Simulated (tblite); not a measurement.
C4H8N2Si.
Geometry (GFN2-xTB, Å), atoms numbered from 1 in this order:
```
atom  x, y, z in Å
C1    -2.535    0.625   -0.290
Si2   -1.292   -0.771   -0.609
N3     0.246   -0.004   -0.501
C4     1.260   -0.116    0.233
C5     2.480    0.731    0.046
C6     1.341   -1.061    1.310
N7     1.372   -1.823    2.165
H8    -2.342    1.478   -0.932
H9    -2.501    0.969    0.740
H10   -3.544    0.278   -0.490
H11   -1.550   -1.894    0.299
H12   -1.297   -1.204   -2.007
H13    2.322    1.424   -0.775
H14    3.339    0.095   -0.170
H15    2.697    1.281    0.961
```

All values are computed: GFN2-xTB (tblite) harmonic vibrations without scaling, gas phase. This tight-binding method is rough: wavenumbers can miss measured ones by several per cent, in bad cases by 10 to 20. Modes of hydrogen on silicon can be 10 to 20 % off. One conformer, not necessarily the lowest.

Harmonic wavenumbers (cm⁻¹): 41.7, 87.7, 95.3, 115.3, 120.6, 191.3, 234.0, 268.2, 359.9, 479.2, 552.6, 581.4, 611.5, 679.8, 696.4, 760.7, 783.8, 829.5, 834.0, 879.9, 992.1, 1046.0, 1183.9, 1365.2, 1372.2, 1447.9, 1449.1, 1487.4, 1489.6, 1713.8, 2219.2, 2259.1, 2362.1, 3007.3, 3019.2, 3038.0, 3049.0, 3052.5, 3061.4.

A = 3440, B = 1301, C = 1060 MHz; mass 112.046 u (most abundant isotopes); point group C1, symmetry number 1.

Question: Zero-point energy?

Answer: ½Σν̃ = 23909 cm⁻¹ = 286.01 kJ/mol.

Question: What is S at 298.15 K and 1 bar for an ideal gas of classical rigid rotors and harmonic oscillators?

Answer: Translation 167.71, rotation 119.69, vibration 123.86: S = 411.3 J/(mol K).

Question: And Cp and H(298.15 K) − H(0)?

Answer: Cp = 148.63 J/(mol K), of which vibrations give 115.37 (their classical limit is 39 R = 324.3); H(298.15 K) − H(0) = 28.66 kJ/mol without the zero-point energy, 18.74 from vibrations.

Question: Blend soft modes into free rotors: weight 1/[1 + (100 cm⁻¹/ν̃)⁴] for the oscillator and the rest for a rotor with moment μB/(μ + B), μ = h/(8π²ν), B = 10⁻⁴⁴ kg m². What vibrational entropy results?

Answer: 113.37 J/(mol K) in place of 123.86, which changes −T·S at 298.15 K by +3.13 kJ/mol.

Question: Which modes carry the vibrational entropy at 298.15 K?

Answer: 41.7 cm⁻¹: 21.66; 87.7 cm⁻¹: 15.53; 95.3 cm⁻¹: 14.85; 115.3 cm⁻¹: 13.30; 120.6 cm⁻¹: 12.93; 191.3 cm⁻¹: 9.27 J/(mol K); the other 33 give 36.33 together.

Question: What must be added to the electronic energy to get the Gibbs energy at 298.15 K and 1 bar?

Answer: ZPE + [H(298.15 K) − H(0)] − T·S = 286.01 + 28.66 − 122.61 = 192.06 kJ/mol.

Question: How do the functions run with temperature in this model?

Answer: 
```
T (K)  S (J/(mol K))  Cp (J/(mol K))  H − H(0) (kJ/mol)  G − H(0) (kJ/mol)  ln q(vib)
  100          291.4            81.9               5.73             -23.41       1.96
  200          358.7           116.1              15.64             -56.10       4.77
  300          412.2           149.2              28.94             -94.72       7.38
  500          501.5           201.7              64.35            -186.39      12.20
  800          608.3           252.8             133.15            -353.51      18.63
 1000          667.4           275.8             186.14            -481.22      22.47
```

q(vib) and H(0) count from the zero-point level.

Hindered rotation and anharmonicity are outside this model. Other conformers, if any are populated, would add a mixing term that is left out. The structure is chiral; the term R ln 2 for an equal mix with its mirror image is left out.
